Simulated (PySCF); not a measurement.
PW91 on Sn⁻ (tin, charge -1), [Kr] 4d10 5s2 5p3, high-spin 4S determinant. Computed with PySCF 2.14 in aug-cc-pVDZ-PP with ECP28MDF (5s4p3d, 32 functions), with a scalar-relativistic core potential.

```
cycle= 1 E= -214.382440594574  delta_E= -0.00918  |g|= 0.0193  |ddm|= 0.526
cycle= 2 E= -214.382602020555  delta_E= -0.000161  |g|= 0.00665  |ddm|= 0.0798
cycle= 3 E= -214.38265560195  delta_E= -5.36e-05  |g|= 0.0038  |ddm|= 0.0486
cycle= 4 E= -214.382675345908  delta_E= -1.97e-05  |g|= 9.32e-05  |ddm|= 0.0172
cycle= 5 E= -214.382675366424  delta_E= -2.05e-08  |g|= 2.64e-06  |ddm|= 0.00057
cycle= 6 E= -214.38267536644  delta_E= -1.58e-11  |g|= 4.09e-08  |ddm|= 1.98e-05
converged SCF energy = -214.38267536644  <S^2> = 3.7509921  2S+1 = 4.000496
```

Highest occupied orbital energy: 0.969 eV; ⟨L²⟩ = 0.00; populations by l: s 4.00, p 9.00, d 10.00.

Task: Can this result be used?

Result: With care. The run converged. Energies and moments cover only the electrons outside the core potential. At PW91 the highest occupied level has a positive energy, so only the finite basis holds that electron; in a semilocal or global hybrid functional this comes from self-interaction and does not mean that the real anion is unbound.
